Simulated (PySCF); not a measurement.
Species: CH₆AsB.
Structure used (PBE0-D3(BJ)/def2-SVP), in Å, numbered top down from 1:
```
atom  x, y, z in Å
C1    -1.2173   -0.4134   -0.1873
B2    -0.0850    0.6054    0.1441
As3    1.7989    0.4240   -0.5171
H4    -0.9545   -1.2219   -0.8840
H5    -2.1375    0.0890   -0.5294
H6    -1.4903   -0.8802    0.7800
H7    -0.3467    1.6197    0.7532
H8     1.9651   -1.0748   -0.3374
H9     2.5269    0.8350    0.7484
```

Computed with PBE0-D3(BJ)/def2-SVP geometry optimisation, gas phase (PySCF 2.14.0).

Take the most abundant isotopes and a rigid rotor. The values belong to one conformer with, in the numbering `[CH3:1][BH:2][AsH2:3]`, C1–B2–As3–H -41° and -139°.

Question: Give the principal moments of inertia and the rotational constants in MHz.

Answer: Ia = 16.70, Ib = 154.61, Ic = 164.46 u·Å²; 505379 MHz·u·Å²/I gives A = 30270, B = 3269, C = 3073 MHz.

Question: What kind of rotor is it?

Answer: A near-prolate asymmetric top; Ray's κ = -0.986.

Question: What does the inertial defect say?

Answer: Not planar: Δ = Ic − Ia − Ib = -6.84 u·Å². For a rigid frame Δ = −2 Σ m c², so Σ m c² = 3.42 u·Å² lies off the ab plane: 3.35 from hydrogen and 0.07 from heavier atoms. The atom farthest from that plane is 0.99 Å away.

Question: Give the other two planar moments, Paa and Pbb, and the rms extents of the mass along the axes.

Answer: Paa = Σ m a² = (Ib + Ic − Ia)/2 = 151.19 and Pbb = Σ m b² = (Ia + Ic − Ib)/2 = 13.28 u·Å². With the mass M = 103.98 u, the rms extents √(P/M) along a, b and c are 1.21, 0.36, 0.18 Å.

Question: Which lines would a microwave search look for?

Answer: The dipole components are |μa| = 0.96 D, |μb| = 0.23 D, |μc| = 0.57 D. The squared components, which scale the intensities, stand as 1.00 : 0.06 : 0.36 (a : b : c). Some lines, for components of 0.1 D or more:

```csv
type,branch,"J(Ka,Kc)",MHz,lower level (cm⁻¹)
a,Q,"2(1,1) ← 2(1,2)",588,1.529
a,R,"1(0,1) ← 0(0,0)",6342,0.000
a,R,"2(1,2) ← 1(1,1)",12488,1.112
a,R,"2(0,2) ← 1(0,1)",12682,0.212
a,R,"2(1,1) ← 1(1,0)",12879,1.119
c,Q,"2(1,2) ← 2(0,2)",26807,0.635
c,Q,"1(1,1) ← 1(0,1)",27002,0.212
b,Q,"1(1,0) ← 1(0,1)",27197,0.212
b,R,"1(1,1) ← 0(0,0)",33343,0.000
c,R,"1(1,0) ← 0(0,0)",33539,0.000
b,R,"2(1,2) ← 1(0,1)",39489,0.212
c,R,"2(1,1) ← 1(0,1)",40077,0.212
c,Q,"2(2,1) ← 2(1,1)",81005,1.548
b,Q,"2(2,0) ← 2(1,1)",81006,1.548
b,Q,"2(2,1) ← 2(1,2)",81592,1.529
b,R,"2(2,1) ← 1(1,0)",93884,1.119
c,R,"2(2,0) ← 1(1,0)",93885,1.119
c,R,"2(2,1) ← 1(1,1)",94080,1.112
b,R,"2(2,0) ← 1(1,1)",94081,1.112
```

Whether it is a minimum is left open (no frequencies). These are rigid-rotor constants of the computed structure; measured ground-state constants (B0) also hold zero-point vibration. A rigid rotor knows nothing of internal rotation, which can split or shift real lines. Quadrupole hyperfine structure (11B, 75As) is left out.

On Arm Neoverse N1, one thread, no GPU, shared host, this took 23 s wall and 0.37 GiB of memory at its peak. That covers the optimisation of the geometry.
